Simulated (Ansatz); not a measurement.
CuH₂S₂, that is [Cu(SH)2]- with one electron fewer. The state is a doublet with charge 0. Geometry r2SCAN-D4/def2-TZVPD, that of the charge -1 singlet; atoms count from 1.

```xyz
5

Cu   -0.0239    0.1420    0.3257
S    -2.1546    0.3672    0.1028
H    -2.1299    0.8660   -1.1493
S     2.1030   -0.0602    0.6013
H     2.2054   -1.3150    0.1195
```

Estimate the Mulliken populations from the PBE0/def2-TZVPD orbitals of Ansatz.


```tsv
atom	charge (e)	spin (α − β)	d electrons
Cu1	-0.11	0.22	9.61
S2	-0.20	0.40	–
H3	0.25	-0.01	–
S4	-0.20	0.40	–
H5	0.25	-0.01	–
```
Mulliken values and Mayer orders depend strongly on the basis. With diffuse functions, as here, like atoms can get unlike values, and bond orders can come out too low or too high.

Where does the spin sit?

Summed by element: Cu 0.22, S 0.80, H -0.03, of 1 unpaired in all. Largest on single atoms: S4 0.40, S2 0.40, Cu1 0.22.

And the Mayer bond orders between bonded heavy atoms (over 0.3)?

Cu1–S2 1.06 (2.15 Å); Cu1–S4 1.06 (2.15 Å).
